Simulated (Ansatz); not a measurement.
[closo-1-(NH2)B7H6]2- (B7NH8²⁻). Charge -2, multiplicity 1. Geometry PBE-D4/def2-SVPD, basis def2-TZVPD, Ansatz.

```xyz
16

B     0.7659   -0.2189    1.3218
B     1.0580   -1.0677   -0.0840
B     0.3690    0.6168   -0.2684
B    -1.3903    0.0551   -0.2912
B    -0.2782   -0.9039   -1.0770
B    -0.5916   -1.2636    0.6897
B    -0.7362    0.4974    1.1819
H     1.5286   -0.1210    2.2836
H     2.0741   -1.7148   -0.3440
N     0.9989    1.8646   -0.9100
H     1.1655    1.6738   -1.9055
H     0.3076    2.6244   -0.8979
H    -2.4903    0.4038   -0.7283
H    -0.4062   -1.3968   -2.2010
H    -1.0973   -2.2636    1.2036
H    -1.2776    1.2143    2.0266
```

```tsv
run	HOMO (eV)	LUMO (eV)
A	3.46	6.18
B	2.61	6.07
C	3.00	5.82
D	3.37	5.64
```

HSE06 is defined as in plane-wave codes, on full-range PBE exchange. A multiply charged anion in the gas phase is held together partly by the finite basis.

**Question.** The runs used HSE06, LDA (SPW92), PBE0, r2SCAN. Estimate which is which.

**Answer.** A r2SCAN (0 % exact exchange); B PBE0 (25 % exact exchange); C HSE06 (range-separated); D LDA (SPW92) (0 % exact exchange). Exact exchange lowers occupied and raises empty levels; among semilocal functionals meta-GGAs tend to open the gap a little, and such runs are hard to tell apart. The gap grows from 2.27 eV (LDA (SPW92)) to 3.46 eV (PBE0). At r2SCAN-D4/def2-TZVPD, PBE0-D4/def2-TZVPD, HSE06-D4/def2-TZVPD, LDA (SPW92)/def2-TZVPD the highest occupied level of the charge -2 singlet lies above zero (up to 3.46 eV). The electron is either unbound and held by the finite basis, or the level is raised by self-interaction error.
